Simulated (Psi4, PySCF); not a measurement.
The Psi4 input:
```
memory 2 GB

molecule mol {
-1 1
  C    -0.026897    0.018984    2.001013
  C    -0.009048   -0.040491    0.661147
  C     0.007895   -0.424510   -0.533469
  C     0.024449    0.236075   -1.865984
  H    -0.956310    0.023990    2.571257
  H     0.886961    0.030443    2.595752
  H    -0.013754    1.346611   -1.850473
  H     0.934334   -0.040729   -2.419680
  H    -0.829626   -0.100665   -2.473091
}

set basis 6-311g**
set reference rks
set scf_type pk
set puream true
set d_convergence 1e-8
set dft_radial_points 99
set dft_spherical_points 590

energy('wb97x')
print_variables()
```

Q: Write the same job for PySCF.

A: Several could match; the one computed here: 
```python
from pyscf import gto, scf, dft

mol = gto.M(
    atom='''
C    -0.02689703    0.01898413    2.00101260
C    -0.00904766   -0.04049079    0.66114669
C     0.00789498   -0.42450959   -0.53346907
C     0.02444904    0.23607485   -1.86598431
H    -0.95631018    0.02398960    2.57125672
H     0.88696065    0.03044252    2.59575182
H    -0.01375398    1.34661131   -1.85047335
H     0.93433358   -0.04072948   -2.41968026
H    -0.82962597   -0.10066542   -2.47309051
''',
    basis='6-311g**',
    charge=-1,
    verbose=4,
)

mf = dft.RKS(mol)
mf.xc = 'wb97x'
mf.grids.atom_grid = (99, 590)
mf.grids.prune = None
mf.kernel()
```

Both were run: Psi4 gave -155.318499 Eh and PySCF -155.318499 Eh, 0.000 mEh apart.
